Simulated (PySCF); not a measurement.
## Working out the ionisation energy of Fe+

Fe+ [Ar] 3d6 4s1 (6D) → Fe(2+) [Ar] 3d6 (5D). Calculation: PySCF 2.14, in def2-TZVP (6s4p4d1f, 45 functions); no relativity, point nucleus. Frozen: [Ar]. Energies in hartree (1 hartree = 27.21139 eV):

| part | Fe+ (lower) | Fe(2+) (upper) |
| --- | --- | --- |
| UHF | -1262.193370 | -1261.637746 |
| MP2 opposite-spin | -0.044904 | -0.040633 |
| MP2 same-spin | -0.067642 | -0.056180 |

What does Hartree-Fock give?

(-1261.637746) − (-1262.193370) = 0.555624 hartree = 15.119 eV.

What do MP2 and SCS-MP2 (6/5 opposite-spin, 1/3 same-spin) give?

The opposite-spin parts differ by 0.116 eV and the same-spin parts by 0.312 eV. MP2: 15.119 + (0.116) + (0.312) = 15.547 eV. SCS-MP2: 15.119 + 1.2 × (0.116) + (0.312)/3 = 15.362 eV.

Reference: 16.199 eV (measured; NIST Atomic Spectra Database, ionization energies), between the lowest levels; spin-orbit coupling is absent from the calculation.

The calculation is non-relativistic.

What remains against the reference includes basis incompleteness, the frozen core and correlation beyond second order.
